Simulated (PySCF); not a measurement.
**`c1cc[se]c1`, C4H4Se: coupling constants with relativity**

Geometry (Å), atoms numbered from 1 in this order:
```xyz
9

C     0.573   -0.741    0.001
C    -0.846   -0.573   -0.037
C    -1.279    0.678    0.302
Se    0.136    1.799    0.722
C     1.269    0.374    0.372
H     1.065   -1.684   -0.245
H    -1.532   -1.375   -0.315
H    -2.308    1.034    0.342
H     2.348    0.479    0.470
```

Level of theory for the indirect couplings: PBE0/pcJ-1 (dyall-v2z on Se), no solvent, Gaussian nuclear model, PBE0-D3(BJ)/def2-SVP geometry (PySCF 2.14 with density-fitted X2C routines).

Non-relativistic values:
```json
{"coupling": "1J(77Se,13C)", "atoms": "Se4 – C3/C5", "J (Hz)": "-114.9"}
{"coupling": "2J(77Se,13C)", "atoms": "Se4 – C1/C2", "J (Hz)": "-2.0"}
{"coupling": "2J(77Se,1H)", "atoms": "Se4 – H8/H9", "J (Hz)": "48.2"}
{"coupling": "3J(77Se,1H)", "atoms": "Se4 – H6/H7", "J (Hz)": "7.4"}
```

Q: What do scalar relativity and two-component X2C with spin–orbit coupling give?

A: 
```csv
coupling,atoms,scalar (Hz),with spin–orbit (Hz)
"1J(77Se,13C)",Se4 – C3/C5,-138.9,-136.1
"2J(77Se,13C)",Se4 – C1/C2,-3.4,-3.5
"2J(77Se,1H)",Se4 – H8/H9,53.4,53.1
"3J(77Se,1H)",Se4 – H6/H7,6.4,6.4
```

The largest listed coupling, 1J(77Se,13C), ends at 1.18 times its non-relativistic value: scalar relativity adds -24.1 Hz and spin–orbit coupling +2.8 Hz. Equivalent partners are averaged, as under fast rotation.
